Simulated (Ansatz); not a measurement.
Ansatz results at the PBE0-D4/def2-TZVP geometry: HOMO–LUMO gap (PBE/def2-TZVPP) 4.69 eV; HOMO–LUMO gap (PBE0/def2-TZVPP) 6.76 eV; size of the dipole moment (ωB97M-V/def2-TZVPP) 1.74 D.

Each molecule was computed in one conformer, which needn't be the lowest.

Task: Which molecule gave them?
A. `[F][InH][CH2]I`
B. `CN[SiH](C)N`
C. `CB1NCS1`
D. `[SiH3]C/C=C/Cl`

Result: D. The others give `CB1NCS1`: 5.03, 7.21, 2.44; `[F][InH][CH2]I`: 3.72, 5.61, 3.25; `CN[SiH](C)N`: 5.33, 7.50, 0.45.
